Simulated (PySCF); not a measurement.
CH₉NO₂Si₂, SMILES N([SiH2]O[SiH2]O)C.

Coordinates come from a B3LYP-D3(BJ)/def2-SVP optimisation. This is a generated structure with no PubChem entry under its InChIKey; it may be hypothetical. One conformer was computed; it need not be the lowest.

These are CAM-B3LYP/def2-TZVP (PySCF) values and carry that method's errors.

Gas-phase values at a fixed geometry.

```yaml
total_energy: -827.91860 hartree
highest_occupied_level: -8.42 eV
lowest_empty_level: 1.32 eV
orbital_gap: 9.74 eV
dipole_moment: 1.05 D
quadrupole, principal values (traceless, Buckingham form, about the centre of nuclear charge): -7.90, -0.39, 8.29 D·Å
mean_static_polarisability: 73.5 bohr³ (10.89 Å³)
polarisability_principal_values: 67.5, 74.5, 78.3 bohr³
```
